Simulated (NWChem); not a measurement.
CHClF2; SMILES FC(Cl)F

Computed with NWChem. Pople sets run with spherical d functions. Geometry: optimised at B3LYP/6-31G* (spherical d). Ions are spin-unrestricted doublets at the neutral geometry; other ion states weren't tried. Functional: LC-ωPBE (HJS hole) with 6-31G*; the question gives the range parameter ω in 1/bohr.

### Question
Predict the results for range parameter (1/bohr) 0.40. Quantities: vertical ionisation energy, ΔSCF (eV); −ε(HOMO) (eV).

### Answer
* **vertical ionisation energy, ΔSCF (eV)**: 12.46
* **−ε(HOMO) (eV)**: 12.33
